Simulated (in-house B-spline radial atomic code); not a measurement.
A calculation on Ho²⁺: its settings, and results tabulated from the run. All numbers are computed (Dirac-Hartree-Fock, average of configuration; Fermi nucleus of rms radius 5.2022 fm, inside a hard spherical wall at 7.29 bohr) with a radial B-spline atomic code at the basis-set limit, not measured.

Command:
```bash
python run_scf.py task.json out
```
Settings (nuclear radius in fm, mass in u):
```
Z                67
configuration    [Xe] 4f11
hamiltonian      dirac
method           hf
spin_polarised   False
nucleus          fermi
rms_radius       5.2022
atomic_mass      164.93033
speed_of_light   137.035999084
wall_radius      7.29
```

Output (hartree, bohr):
```
 radial grid: 64 intervals, B-splines of order 8, outer radius 7.29 bohr

 iter        energy (Eh)    residual
    1      -12604.561873    6.20e-01
    2      -12603.462474    8.33e-01
    3      -12620.513946    1.28e-01
    4      -12620.737282    4.83e-02
    5      -12620.787457    2.06e-02
    6      -12620.791202    6.11e-03
    7      -12620.792622    4.84e-03
    8      -12620.793163    1.13e-03
    9      -12620.793199    6.70e-05
   10      -12620.793199    3.66e-06
   11      -12620.793199    3.64e-07

 total energy                    -12620.79320
 kinetic                           13881.9331
 electron-nucleus                 -31149.0586
 electron-electron                  4646.3323

 first-order corrections (not in the total)
   Gaunt                            13.5860
   retardation                      -1.4326
   frequency dependence             -0.1999
   self-energy                       9.6199
   Uehling                          -1.6243
   Wichmann-Kroll                    0.0553

 orbital      occ     eigenvalue          <r>       <r^2>       <1/r>     <1/r^2>       r_max    small
 1s1/2      2.000     -2056.6769     0.020736 0.000588084     76.0365     13368.9     0.01312  6.27e-02
 2s1/2      2.000      -348.9555    0.0874608  0.00909759     18.2687     1728.41     0.07472  1.40e-02
 2p1/2      2.000      -331.3477    0.0729867  0.00659745     18.2004     545.949     0.05632  1.40e-02
 2p3/2      4.000      -299.7761     0.080111  0.00781446     15.8763     343.737      0.0624  1.29e-02
 3s1/2      2.000       -80.2889     0.228706   0.0599243     6.69702     379.001       0.211  4.51e-03
 3p1/2      2.000       -72.5943      0.21879   0.0557146     6.59949     120.994      0.1989  4.44e-03
 3p3/2      4.000       -65.8766     0.232085   0.0624959     6.01108     77.4142      0.2115  4.14e-03
 3d3/2      4.000       -52.8675      0.20522   0.0495309     5.87703      43.237      0.1675  3.99e-03
 3d5/2      6.000       -51.4163     0.209363   0.0514181     5.73231     40.6812      0.1711  3.90e-03
 4s1/2      2.000       -17.2076     0.519413    0.304515     2.77159     89.4428      0.4843  1.41e-03
 4p1/2      2.000       -14.0965     0.530194    0.319913     2.66025     27.9306      0.4878  1.33e-03
 4p3/2      4.000       -12.5781     0.559427    0.356006     2.46894     18.1019       0.514  1.23e-03
 4d3/2      4.000        -7.4276     0.592436    0.407695     2.24014      9.1189      0.5195  1.05e-03
 4d5/2      6.000        -7.1458     0.603443    0.422847     2.19002     8.55711      0.5285  1.01e-03
 5s1/2      2.000        -2.7622      1.30372     1.91427     1.01177      13.583       1.152  2.65e-04
 5p1/2      2.000        -1.8280      1.45857     2.41583    0.895638     3.73891       1.256  2.13e-04
 5p3/2      4.000        -1.6317      1.55879     2.75915    0.828278     2.39192       1.338  1.86e-04
 4f5/2      4.714        -1.0180     0.801486    0.845015     1.64205      3.5477      0.5265  6.16e-04
 4f7/2      6.286        -0.9774     0.816903    0.881949      1.6167     3.44427      0.5324  6.01e-04
```

Run time, properties included: 0.86 s on 1 thread of Intel(R) Xeon(R) 6975P-C (shared host).

For the Dirac Hamiltonian the kinetic term is c α·p + (β - 1)c².
